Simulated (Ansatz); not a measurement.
C$_{4}$H$_{5}$F, singlet, at a GFN2-xTB geometry; MP2/6-31G (Ansatz, an electronic-structure program).

Input for Ansatz:
Ansatz 0.2 input:
```yaml
crystal:
  periodic: [false, false, false]
  atoms:
    - {symbol: C, position_ang: [-2.25795120, 0.05386956, 0.94073573]}
    - {symbol: C, position_ang: [-1.26978098, 0.39462576, 0.12046238]}
    - {symbol: C, position_ang: [0.05117512, -0.18498454, 0.18475535]}
    - {symbol: C, position_ang: [1.02992716, 0.16407603, -0.64065480]}
    - {symbol: F, position_ang: [2.25128973, -0.38703690, -0.56416094]}
    - {symbol: H, position_ang: [-2.12147919, -0.68698175, 1.71103277]}
    - {symbol: H, position_ang: [-3.23402574, 0.50106430, 0.87202048]}
    - {symbol: H, position_ang: [-1.42648144, 1.14089335, -0.64693955]}
    - {symbol: H, position_ang: [0.23554162, -0.93335133, 0.94224461]}
    - {symbol: H, position_ang: [0.96461657, 0.89618662, -1.43270185]}
basis:
  gaussian:
    orbitals: 6-31G
magnetization: {spin_polarized: false}
correlation: {method: mp2}
```

Problem. Predict the main parts of the log of this Ansatz run.

Solution. 
```
Functional definition: HF
743 factors; integrals over basis functions are off by at most 2.6e-4 eV
mean field evaluation 1: about -6900.7769 eV, gradient 2.8e1 eV
mean field evaluation 2: about -6900.7848 eV, gradient 2.8e1 eV
mean field evaluation 4: about -6903.0636 eV, gradient 3.2e0 eV
mean field evaluation 8: about -6903.1035 eV, gradient 3.4e-4 eV
mean field -6903.10353130 eV, -253.6843756838 hartree, gradient 2.5e-6 eV, S^2 0.000000; 0 other end points of the search recorded, 0 dependent functions left out; unrestricted orbitals would lower it
mean field evaluation 16: about -6903.1469 eV, gradient 3.4e0 eV
5 core orbitals not correlated
reference -6903.10353130 eV, -253.6843756838 hartree; 14, 14 occupied and 36, 36 virtual orbitals, 743 factors
second order -12.72113816 eV of doubles, -0.00000000 eV of singles
Total energy: -6915.82466946 eV, -254.1518688885 hartree
```
